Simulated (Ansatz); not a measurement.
Compare A (`N[SiH2]C(O)(F)F`) with its isomer B (`NC(F)O[SiH2]F`).

Program: Ansatz. Geometries: PBE0-D4/def2-TZVP. ΔE: electronic, gas phase. CCSD(T)/CBS adds triple-zeta CCSD(T) − MP2 to the extrapolated MP2 energy (def2 sets, frozen cores). Functionals use def2-TZVPP. B3LYP here is the variant with VWN-RPA as its local correlation; programs differ in this. One conformer a species, not always the lowest.

A:

```xyz
11

N    -0.247   -1.020   -1.630
Si    0.737   -0.008   -0.673
C    -0.002    0.402    1.064
O    -1.188    1.047    0.961
F     0.877    1.159    1.798
F    -0.164   -0.741    1.810
H    -0.321   -2.002   -1.418
H    -1.102   -0.667   -2.027
H     2.020   -0.691   -0.390
H     0.919    1.298   -1.347
H    -1.527    1.224    1.850
```

B:

Z-matrix (Å, degrees):
```
C
F 1 1.409
O 1 1.374 2 107.3
N 1 1.397 2 112.7 3 120.4
H 1 1.094 2 104.6 3 -119.1
Si 3 1.640 1 126.7 2 -41.2
H 4 1.010 1 111.8 2 60.3
H 4 1.012 1 111.4 2 -64.1
F 6 1.595 3 109.4 1 -55.8
H 6 1.474 3 104.8 1 -172.5
H 6 1.475 3 112.7 1 63.6
```

Task: Which isomer does CCSD(T)/CBS put lower? Give the gap. (An estimate is asked.)

Result: Computed: B, by 212.4 kJ/mol.

Task: Give E(B) − E(A) in kJ/mol with PBE0-D4, MP2/def2-TZVPP, HF/def2-TZVPP, r2SCAN-D4, ωB97M-V, B3LYP-D4, CCSD/def2-TZVPP. (Best estimate.)

Result: The calculation gave: PBE0-D4 -196.8, MP2/def2-TZVPP -219.8, HF/def2-TZVPP -227.9, r2SCAN-D4 -203.2, ωB97M-V -203.1, B3LYP-D4 -206.4, CCSD/def2-TZVPP -215.0. None reverses the order clearly.

Largest T1 diagnostic: 0.012.

In def2-TZVPP, CCSD(T) changes the Hartree–Fock value by +15.9 kJ/mol (the triples alone add +3.0 kJ/mol) and MP2 by +8.1 kJ/mol. From PBE to PBE0 (25 % exact exchange), in def2-TZVPP and without D4, E(B) − E(A) moves by −8.9 kJ/mol.
